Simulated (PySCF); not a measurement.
**Electric field gradients and quadrupole coupling constants**

Species: C4H5F3O2.
Structure used (GFN2-xTB), in Å, numbered top down from 1:
```xyz
14
C4H5F3O2 angstrom
F      1.1749   -1.0979    1.4750
C      1.2026   -0.6311    0.1797
O      0.2596   -1.2667   -0.5782
C     -1.0720   -0.9144   -0.1934
C     -1.2575    0.5923   -0.3091
O     -0.2986    1.2711    0.5101
C      0.9722    0.8993    0.2393
F      1.7808    1.4563    1.1518
F      1.3803    1.4126   -0.9688
H      2.1946   -0.8522   -0.2310
H     -1.2543   -1.2475    0.8350
H     -1.7240   -1.4487   -0.8829
H     -1.1318    0.9150   -1.3495
H     -2.2273    0.9114    0.0700
```

Field gradients from the PBE0/pcSseg-1 density (PySCF, non-relativistic), principal values in atomic units, ordered |Vxx| ≤ |Vyy| ≤ |Vzz|:

```csv
atom,Vxx,Vyy,Vzz
O3,-0.0740,-1.8351,1.9091
O6,-0.0046,-1.8759,1.8805
```

Find the asymmetry η = (Vxx − Vyy)/Vzz and the couplings χ = eQV/h (234.96 MHz × Q in barn × V in au), with Q(17O) = −0.0256 b.

| atom | environment | nucleus | η | χzz (MHz) | χxx (MHz) | χyy (MHz) |
| --- | --- | --- | --- | --- | --- | --- |
| O3 | cyclic ether oxygen | 17O | 0.92 | -11.48 | 0.44 | 11.04 |
| O6 | cyclic ether oxygen | 17O | 1.00 | -11.31 | 0.03 | 11.28 |

At O3 and O6 η is above 0.9: Vyy and Vzz are nearly equal in size and opposite in sign, so a small change could swap them and flip the sign of χzz. 

What is Vzz at O6 in SI units (1 au = 9.71736 × 10²¹ V/m²)?

1.8805 au = 18.273 × 10²¹ V/m².

What couplings would deuterons (Q(2H) = 0.00286 b) have in place of the hydrogens, at this geometry?

```tsv
atom	bonded to	bond length (Å)	Vzz (au)	η	χzz (kHz)
H10	C2	1.096	0.2751	0.02	185
H11	C4	1.096	0.2822	0.06	190
H12	C4	1.089	0.3000	0.06	202
H13	C5	1.096	0.2820	0.07	190
H14	C5	1.089	0.2989	0.06	201
```

Isolated species at its GFN2-xTB geometry (one conformer only). GFN2-xTB bond lengths can be off by several hundredths of an ångström, more for odd bonds, and the gradients follow them. The small basis limits the accuracy of the gradients.
